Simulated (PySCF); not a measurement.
Compound: C₅H₇FO₄.
Structure used (PBE0-D3(BJ)/def2-SVP), in Å, numbered top down from 1:
```
atom  x, y, z in Å
C1    -2.7419    0.1983   -0.0712
C2    -1.4698   -0.4837    0.3577
O3    -0.4154   -0.0232   -0.4930
C4     0.8274   -0.4215   -0.1699
F5     0.9132   -1.7809   -0.1725
C6     1.8678    0.2025   -1.0977
O7     2.7913    0.8053   -0.2207
C8     2.3765    0.7093    1.0532
O9     2.9257    1.1687    1.9932
O10    1.2161    0.0016    1.1054
H11   -2.9649   -0.0192   -1.1260
H12   -2.6602    1.2885    0.0474
H13   -3.5836   -0.1555    0.5413
H14   -1.2168   -0.2413    1.4024
H15   -1.5471   -1.5793    0.2703
H16    1.3984    0.9585   -1.7416
H17    2.3649   -0.5673   -1.7024
```

Level of theory: PBE0-D3(BJ)/def2-SVP geometry optimisation, gas phase in PySCF.

Masses are those of the commonest isotopes; rigid-rotor values at the optimised geometry. The values belong to one conformer with, in the numbering `[CH3:1][CH2:2][O:3][C@@:4]1([F:5])[CH2:6][O:7][C:8](=[O:9])[O:10]1`, C1–C2–O3–C4 173°, C2–O3–C4–F5 59°.

Task: What are A, B and C (MHz)?

Result: Ia = 196.69, Ib = 579.73, Ic = 636.54 u·Å²; 505379 MHz·u·Å²/I gives A = 2569, B = 871.7, C = 793.9 MHz.

Task: Classify the top.

Result: A near-prolate asymmetric top. Ray's parameter κ = (2B − A − C)/(A − C) = -0.912; −1 is the prolate and +1 the oblate limit.

Task: Is it planar, by Δ = Ic − Ia − Ib?

Result: Not planar: Δ = Ic − Ia − Ib = -139.88 u·Å². For a rigid frame Δ = −2 Σ m c², so Σ m c² = 69.94 u·Å² lies off the ab plane: 8.95 from hydrogen and 61.00 from heavier atoms. The atom farthest from that plane is 1.93 Å away.

Task: Which types of transition are allowed, and where do some lines up to J = 5 fall?

Result: The dipole components are |μa| = 3.73 D, |μb| = 1.81 D, |μc| = 1.15 D. The squared components, which scale the intensities, stand as 1.00 : 0.24 : 0.10 (a : b : c). Some lines, for components of 0.1 D or more:

| type | branch | J(Ka,Kc) | MHz | lower level (cm⁻¹) |
| --- | --- | --- | --- | --- |
| a | Q | 5(1,4) ← 5(1,5) | 1165 | 0.871 |
| c | Q | 4(1,4) ← 4(0,4) | 1380 | 0.554 |
| b | Q | 1(1,0) ← 1(0,1) | 1775 | 0.056 |
| a | R | 2(1,1) ← 1(1,0) | 3409 | 0.115 |
| b | Q | 5(2,3) ← 5(1,4) | 4728 | 0.910 |
| b | R | 2(1,2) ← 1(0,1) | 4951 | 0.056 |
| a | R | 3(0,3) ← 2(0,2) | 4987 | 0.167 |
| b | Q | 3(2,2) ← 3(1,3) | 5445 | 0.383 |
| c | R | 3(1,2) ← 2(0,2) | 6968 | 0.167 |
| b | R | 4(1,4) ← 3(0,3) | 8017 | 0.333 |
| a | R | 5(0,5) ← 4(0,4) | 8277 | 0.554 |
| a | R | 5(3,2) ← 4(3,1) | 8338 | 1.077 |
| b | R | 2(2,1) ← 1(1,0) | 8502 | 0.115 |
| c | Q | 5(3,3) ← 5(2,3) | 8615 | 1.068 |
| c | Q | 3(3,1) ← 3(2,1) | 8671 | 0.566 |
| c | R | 4(1,3) ← 3(0,3) | 8794 | 0.333 |
| c | R | 3(2,2) ← 2(1,2) | 10323 | 0.221 |
| c | Q | 5(4,2) ← 5(3,2) | 12147 | 1.355 |
| b | Q | 5(4,1) ← 5(3,2) | 12147 | 1.355 |
| c | Q | 4(4,1) ← 4(3,1) | 12151 | 1.077 |
| b | R | 3(3,0) ← 2(2,1) | 13681 | 0.398 |
| c | R | 4(3,1) ← 3(2,1) | 15339 | 0.566 |
| c | R | 4(3,2) ← 3(2,2) | 15352 | 0.565 |
| c | R | 4(4,0) ← 3(3,0) | 18819 | 0.855 |
| c | R | 4(4,1) ← 3(3,1) | 18819 | 0.855 |
| b | R | 5(4,1) ← 4(3,2) | 20485 | 1.077 |
| b | R | 5(5,1) ← 4(4,0) | 23958 | 1.482 |
| c | R | 5(5,0) ← 4(4,0) | 23958 | 1.482 |

Task: Estimate the classical rotational partition function at 50 K, 200 K and 298.15 K.

Result: Point group C1, symmetry number σ = 1; q = (√π/σ)·√((kT/h)³/(ABC)), k/h = 20836.6 MHz/K: 44700 at 50 K, 358000 at 200 K, 651000 at 298.15 K.

Whether it is a minimum is left open (no frequencies). These are rigid-rotor constants of the computed structure; measured ground-state constants (B0) also hold zero-point vibration. A rigid rotor knows nothing of internal rotation, which can split or shift real lines.
